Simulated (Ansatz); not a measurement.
Isolated molecules relaxed with PBE0-D4/def2-TZVP in Ansatz; ΔE leaves out vibrations. CCSD(T)/CBS is the MP2 limit (def2-TZVPP, def2-QZVPP) plus CCSD(T) − MP2 in def2-TZVPP, frozen cores. This one scheme is used for every species, atoms too. Functionals use def2-TZVPP. No spin–orbit coupling; open shells (•) take unrestricted orbitals. Spin–orbit coupling would lower the free atoms: a little for B, C, F, O. Each species was taken in one conformer, which may not be the lowest.

Consider the atomization: `OC1(F)BN1` → B• + C• + F• + 3 H• + N• + O•.

(1) What is ΔE at CCSD(T)/CBS? (An estimate is asked.)

(2) What do these levels give: revPBE-D4, B2PLYP, revPBE, LC-ωPBE, MP2/def2-QZVPP, CCSD/CBS(def2)? (An estimate is asked.)

Largest T1 diagnostic among the species: 0.014.

## Answers

(1) Ansatz gave: +32.19 eV.

(2) Computed: revPBE-D4 32.64, B2PLYP 32.04, revPBE 32.19, LC-ωPBE 32.70, MP2/def2-QZVPP 32.97, CCSD/CBS(def2) 31.49 eV.

The D4 term adds +0.20 eV with B3LYP and +0.10 eV with PBE0; it sums over pairs of atoms, weighted by their polarisabilities, and B3LYP, whose exchange is more repulsive, gets the larger term. Leaving LDA and LC-ωPBE aside and taking each functional with its dispersion term where it has one, the values, not all of them listed here, spread over 3.13 eV, from BHLYP-D4 to PBE-D4. LDA lies +5.13 eV from PBE without D4, its usual overbinding.

B3LYP here is the variant with VWN-RPA as its local correlation; programs differ in this.

For atomizations the MP2-based limit and the directly extrapolated one differ by several kJ/mol either way, and by 10 to 25 for some Ge, Se and Sn compounds, so smaller differences from it don't rank the levels.
